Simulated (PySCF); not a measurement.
A thermochemical cycle for BeCl

MP2 in PySCF with def2-SVP on every atom, for the lowest determinant that a PBE0 search found; no spin–orbit coupling. BeCl, a doublet (σ ↑), has De = 3.90 eV to neutral atoms, and BeCl⁺, a singlet (closed shell), has De = 3.89 eV to Be⁺ + Cl.

The adiabatic ionisation energy of BeCl, between the minima, is 8.58 eV.

Q: Which ionisation energy of the Be atom does this level give?

A: IE(Be) = IE(molecule) + De(ion) − De(neutral) = 8.58 + 3.89 − 3.90 = 8.57 eV; the measured value is 9.323 eV (NIST ASD).

Correlated steps freeze 5 core orbitals. Correlated levels converge slowly with the basis: in double zeta they bind strong bonds too weakly, by up to about 1 eV, and carry superposition errors of some tenths. For an ion De counts to the pair picked by the measured ionisation energies or electron affinities, which need not be the lowest pair at this level. Where the molecule has an RHF reference, its open-shell atoms are computed with UHF. States were picked by a PBE0 search and need not be the measured ground states.
